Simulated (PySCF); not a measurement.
Fluoroethane, C2H5F, SMILES CCF (B3LYP/def2-SVP optimised geometry):

```
8

C      0.271     0.372     0.000
C     -0.267    -0.369    -1.205
F      0.162     0.238    -2.373
H     -0.075    -0.106     0.931
H      1.372     0.372     0.000
H     -0.074     1.418     0.000
H     -1.372    -0.377    -1.208
H      0.080    -1.418    -1.215
```

Calculation: B3LYP/def2-TZVP (PySCF).

### Question
What are the frontier orbital energies and the dipole moment?

### Answer
HOMO-2 -10.83 eV, HOMO-1 -9.36 eV, HOMO -9.12 eV, LUMO 1.03 eV, LUMO+1 1.94 eV; dipole moment 1.86 D.

On the same geometry PBE/def2-TZVP run with PySCF gives HOMO-2 -9.42 eV, HOMO-1 -7.84 eV, HOMO -7.63 eV, LUMO 0.61 eV, LUMO+1 1.41 eV; dipole moment 1.74 D.

Meta-Löwdin charges at B3LYP/def2-TZVP: C1 -0.33, C2 0.11, F3 -0.33, H4 0.12, H5 0.12, H6 0.12, H7 0.10, H8 0.10.
